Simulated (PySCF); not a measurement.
BO, SMILES O=[B], multiplicity 2.

Coordinates come from a B3LYP-D3(BJ)/def2-TZVPD optimisation.

The numbers are results of M06-2X/def2-TZVPD in PySCF, not measurements.

Gas-phase values at a fixed geometry.

Computed frontier levels, dipole moment and polarisability:
```yaml
"α spin, highest occupied and lowest empty level": -11.02 and 0.33 eV
"β spin, highest occupied and lowest empty level": -12.27 and -7.41 eV
dipole_moment: 2.52 D
mean_static_polarisability: 16.3 bohr³ (2.42 Å³)
polarisability_principal_values: 15.1, 15.1, 18.6 bohr³
"⟨S²⟩": 0.763 (pure state 0.75)
```
